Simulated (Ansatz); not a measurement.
Consider the formal exchange of groups at a C–C bond: `C=C([SiH3])CCl` + `CI` → `ClCCI` + `C=C[SiH3]`.

Isolated molecules relaxed with PBE0-D4/def2-TZVP in Ansatz; ΔE leaves out vibrations. CBS: MP2 limit from def2 TZ/QZ plus the TZ coupled-cluster correction, frozen cores. Functionals use def2-TZVPP. B3LYP here is the variant with VWN-RPA as its local correlation; programs differ in this. def2 core potentials past Kr. For I outer-core shells are correlated without core-valence functions, which leaves a few kJ/mol of doubt a bond. One conformer a species, not always the lowest.

`C=C([SiH3])CCl`:

Z-matrix (Å, degrees):
```
Si
C 1 1.876
H 1 1.488 2 109.5
H 1 1.486 2 107.8 3 119.3
H 1 1.484 2 112.0 3 -120.6
C 2 1.493 1 119.6 3 45.3
C 2 1.332 1 120.6 3 -133.4
Cl 6 1.794 2 111.5 1 56.9
H 6 1.090 2 111.9 1 176.6
H 6 1.091 2 111.5 1 -60.8
H 7 1.085 2 121.9 1 1.3
H 7 1.088 2 121.7 1 -179.0
```

`CI`:

```xyz
5

C    -0.135    0.132   -0.128
I     1.125   -1.101    1.066
H    -0.715    0.757    0.543
H     0.503    0.731   -0.770
H    -0.778   -0.520   -0.712
```

`ClCCI`:

```xyz
8

Cl   -2.063    0.753    0.145
C    -0.592   -0.221    0.439
C     0.512    0.271   -0.453
I     2.281   -0.889   -0.109
H    -0.341   -0.113    1.493
H    -0.847   -1.259    0.234
H     0.271    0.154   -1.506
H     0.779    1.304   -0.244
```

`C=C[SiH3]`:

```xyz
9

C     0.414   -1.269   -0.777
C     0.041    0.007   -0.729
Si   -0.313    0.903    0.862
H     0.532   -1.863    0.124
H     0.617   -1.778   -1.716
H    -0.060    0.548   -1.669
H     0.592    2.074    1.022
H    -0.111   -0.034    1.999
H    -1.711    1.411    0.884
```

Q: Is it downhill or uphill in electronic energy at CCSD(T)/CBS, and by how much? (Estimate.)

A: The calculation gave: Nearly level: ΔE = +0.1 kcal/mol.

Q: What do these levels give: r2SCAN-D4, B2PLYP, r2SCAN, B3LYP, CCSD(T)/def2-TZVPP, CCSD/CBS(def2)? (Estimate.)

A: Ansatz gave: r2SCAN-D4 0.6, B2PLYP 0.2, r2SCAN 0.4, B3LYP 0.0, CCSD(T)/def2-TZVPP 0.3, CCSD/CBS(def2) -0.1 kcal/mol.

Largest T1 diagnostic among the species: 0.011.

The D4 term adds +1.0 kcal/mol with B3LYP and +0.6 kcal/mol with PBE0; it sums over pairs of atoms, weighted by their polarisabilities, and B3LYP, whose exchange is more repulsive, gets the larger term. In def2-TZVPP, CCSD(T) changes the Hartree–Fock value by +0.7 kcal/mol (the triples alone add +0.2 kcal/mol) and MP2 by +0.8 kcal/mol.
